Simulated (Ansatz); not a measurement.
System: 1,1,3,3-tetramethylurea, C₅H₁₂N₂O (charge 0, singlet). 
Geometry from a B3LYP-D3(BJ)/def2-TZVP (Ansatz, a quantum-chemistry and plane-wave program) optimisation:
```xyz
20

C      1.3146    -1.5952     0.0576
N      1.1551    -0.1742    -0.2070
C      2.3999     0.5719    -0.2500
C      0.0324     0.5245     0.2084
O      0.1024     1.6587     0.6591
N     -1.1747    -0.1446     0.0803
C     -2.3339     0.4967     0.6747
C     -1.4731    -0.9719    -1.0777
H      1.6632    -2.1279    -0.8318
H      2.0511    -1.7494     0.8547
H      0.3752    -2.0308     0.3823
H      2.2060     1.5888    -0.5778
H      2.8853     0.6167     0.7321
H      3.0789     0.0856    -0.9528
H     -3.0898    -0.2629     0.8824
H     -2.0471     0.9856     1.6008
H     -2.7700     1.2525     0.0107
H     -1.9136    -1.9277    -0.7798
H     -0.5724    -1.1640    -1.6518
H     -2.1875    -0.4596    -1.7325
```

Parts of the frozen-core correlation energy in 6-31G* (Ansatz, hartree). Frozen orbitals: 8; correlated occupied orbitals by spin: 24 and 24; virtual: 112 and 112. No spin-orbit coupling. Non-relativistic.

```json
[
 {"term": "reference (HF)", "value": "-380.08603"},
 {"term": "MP2 opposite-spin", "value": "-0.85763"},
 {"term": "MP2 same-spin", "value": "-0.29473"},
 {"term": "CCSD correlation", "value": "-1.21860"},
 {"term": "(T)", "value": "-0.03920"},
 {"term": "T1 diagnostic", "value": "0.013"},
 {"term": "largest doubles amplitude", "value": "0.032"}
]
```
